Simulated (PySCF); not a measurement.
AlClH4O2Si, SMILES [OH][Al]([OH])[SiH2]Cl.

Geometry optimised at TPSSh-D3(BJ)/def2-SVP. The structure was generated by enumeration; whether it is a known compound was not checked. The values are those of a single conformer.

Two levels are set side by side: PBE/def2-TZVP (PySCF) and B3LYP/def2-TZVP (PySCF). Same geometry, gas phase. Differences are taken from unrounded values.

```csv
quantity,PBE
orbital gap (eV),4.90
highest occupied level (eV),-6.72
lowest empty level (eV),-1.82
dipole moment (D),0.97
mean polarisability (bohr³),74.4
```

### Question
These are the PBE values. What does B3LYP give? (Estimate from the structure and the level; the computed values follow.)

### Answer

```json
[
 {"quantity": "orbital gap (eV)", "B3LYP": "6.47", "PBE minus B3LYP": "-1.57"},
 {"quantity": "highest occupied level (eV)", "B3LYP": "-7.72", "PBE minus B3LYP": "1.00"},
 {"quantity": "lowest empty level (eV)", "B3LYP": "-1.25", "PBE minus B3LYP": "-0.57"},
 {"quantity": "dipole moment (D)", "B3LYP": "0.97", "PBE minus B3LYP": "-0.01"},
 {"quantity": "mean polarisability (bohr³)", "B3LYP": "70.9", "PBE minus B3LYP": "3.5"}
]
```

PBE's occupied levels lie high since its potential decays too fast outside the molecule; exact exchange lowers them and widens the gap. Loosely held outer electrons make PBE densities more polarisable. Differences between two approximate levels are no errors against the true value.

Rough cost on one machine, each run with all the roots and properties that it gave: B3LYP against PBE within a factor of 2.
